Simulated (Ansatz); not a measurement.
```yaml
atoms:
  - { symbol: C, position_ang: [0.9981, 0.0494, -0.0064] }
  - { symbol: C, position_ang: [0.2929, 1.2218, -0.0284] }
  - { symbol: C, position_ang: [-1.1273, 1.1679, -0.0262] }
  - { symbol: C, position_ang: [-1.8118, -0.0386, 0.0178] }
  - { symbol: C, position_ang: [-1.1324, -1.2275, -0.0468] }
  - { symbol: C, position_ang: [0.2747, -1.2573, -0.0164] }
  - { symbol: C, position_ang: [2.3596, -0.0265, 0.0064] }
  - { symbol: H, position_ang: [0.7573, 2.1905, 0.0175] }
  - { symbol: H, position_ang: [-1.6915, 2.1220, -0.0331] }
  - { symbol: H, position_ang: [-2.8975, 0.0370, -0.0059] }
  - { symbol: H, position_ang: [-1.6945, -2.2005, -0.0194] }
  - { symbol: H, position_ang: [0.7684, -2.1572, 0.0410] }
  - { symbol: H, position_ang: [2.9524, -0.8956, -0.0268] }
  - { symbol: H, position_ang: [2.9506, 0.9130, -0.0423] }
```

Basis set: STO-3G (spherical functions). Left uncorrelated: 7 orbitals. Charge 0, multiplicity 2.

Computed with Ansatz (development build ahead of 0.2.0); each method stands on the lowest determinant of its kind that the runs found.

Q: Give the atomization energy at this shape (free ground-state atoms in the same class of orbitals less the molecule, no zero-point energy) of doublet C7H7 by UHF-MP2, UHF.

A:

```json
{"method": "UHF-MP2", "atomization energy": "1530.94 kcal/mol"}
{"method": "UHF", "atomization energy": "1384.77 kcal/mol"}
```

Caution: the shape is not the minimum; the unrestricted determinant is a mixture of spin states.

This basis has no polarisation functions and is too small for such energies, which can lie far from measured ones in either direction.
